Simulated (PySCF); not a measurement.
**From a computed spectrum to the compound**

A species of 7 atoms with charge 3 has these harmonic modes (BP86, small Gaussian bases with core potentials, PySCF 2.14.0):

```json
{"cm⁻¹": "33", "km/mol": "2.9", "symmetry": ""}
{"cm⁻¹": "70", "km/mol": "4.5", "symmetry": ""}
{"cm⁻¹": "119", "km/mol": "2.2", "symmetry": ""}
{"cm⁻¹": "446", "km/mol": "2.7", "symmetry": ""}
{"cm⁻¹": "449", "km/mol": "18.3", "symmetry": ""}
{"cm⁻¹": "645", "km/mol": "61.9", "symmetry": ""}
{"cm⁻¹": "666", "km/mol": "44.7", "symmetry": ""}
{"cm⁻¹": "691", "km/mol": "158.3", "symmetry": ""}
{"cm⁻¹": "701", "km/mol": "684.9", "symmetry": ""}
{"cm⁻¹": "1611", "km/mol": "215.8", "symmetry": ""}
{"cm⁻¹": "1615", "km/mol": "86.3", "symmetry": ""}
{"cm⁻¹": "3305", "km/mol": "1328.7", "symmetry": ""}
{"cm⁻¹": "3322", "km/mol": "9.1", "symmetry": ""}
{"cm⁻¹": "3336", "km/mol": "184.8", "symmetry": ""}
{"cm⁻¹": "3346", "km/mol": "884.1", "symmetry": ""}
```

Task: Which species is it, and in which structure?

Result: [Yb(H2O)2]3+ (singlet in the valence; each metal's 4f electrons, 13 of them, lie in its core potential, out of spins and levels):
```xyz
7

Yb    0.2117   -0.0253    0.0011
O    -0.9870    0.1754    1.7910
H    -0.7206    0.5792    2.6771
H    -1.9301   -0.1338    1.9671
O    -0.9819    0.0604   -1.8016
H    -0.7101   -0.1958   -2.7397
H    -1.9323    0.3727   -1.9276
```
Ideal gas at 298.15 K and 1 bar: S = 354.0 J/(mol K), Cp = 84.4 J/(mol K), H − H(0 K) = 18.8 kJ/mol (rigid rotor, harmonic modes, spin degeneracy alone, that of the 4f electrons in the core included; the modes under 60 cm⁻¹ make these uncertain). An lcecp potential fixes the number of 4f electrons, so in runs with it no electron can move into or out of that shell.
 Other answers can fit too; this one was computed.
